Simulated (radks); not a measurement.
The neon ion Ne+, configuration [He] 2s2 2p5.

Method: non-relativistic Kohn-Sham, r2SCAN, spin-polarised, spherical densities, point nucleus; open shells are filled with parallel spins first; meta-GGA in the generalised Kohn-Sham scheme; computed with a radial shooting solver on a logarithmic mesh with Libxc functionals.

Energy parts (Ry):
total: -256.21578
kinetic: 255.68459
electron-nucleus: -605.85893
Hartree: 117.73980
exchange-correlation: -23.78123

Orbitals (lengths in bohr, moments of r in powers of bohr; <r^-3> diverges for s and p1/2; r(90%) holds 90 % of the orbital's charge):
orbital  occ.  eigenvalue (Ry)  r(90%)    <r^2>  <r^-3>
1s up       1        -63.21066   0.283  0.03376       -
1s down     1        -63.12286   0.282  0.03364       -
2s up       1         -4.32193    1.37   0.8886       -
2s down     1         -4.13569    1.39   0.9117       -
2p up       3         -2.51776    1.49   0.9729   12.98
2p down     2         -2.31783    1.53    1.030   12.48

The highest occupied level is 2p down at -31.536 eV. Spin moment in Bohr magnetons: 1. The spin density at the nucleus is 0.0221 e/bohr^3 (1s -0.5546, 2s 0.5766), a Fermi contact field of 1.16 T. The density falls to 0.001 e/bohr^3 at r = 2.61 bohr. For comparison, the ionisation energy in NIST's Atomic Spectra Database is 40.963 eV (measured). In exact Kohn-Sham theory the highest level is minus the ionisation energy, but local and semilocal functionals leave it too shallow, through self-interaction and a potential that decays too fast; potentials with the right tail come closer. Summed over all electrons, <r^2> = 6.847 bohr^2, which gives a Langevin (diamagnetic) susceptibility term of -5.42 x 10^-6 cm^3/mol.
